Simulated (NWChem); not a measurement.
Species: C4H6; SMILES C(C)C#C

Question: Give the equilibrium geometry at PBE0/def2-SVP (NWChem) as an XYZ file, with the point group.

Answer: point group Cs; any orientation.
```
10

C      0.2538    -1.9750     0.0000
C     -0.1590    -0.8361     0.0000
C     -0.6345     0.5429     0.0000
C      0.4900     1.5772     0.0000
H      0.6146    -2.9867     0.0000
H     -1.2839     0.6924     0.8798
H     -1.2839     0.6924    -0.8798
H      0.0761     2.5965     0.0000
H      1.1286     1.4659    -0.8885
H      1.1286     1.4659     0.8885
```
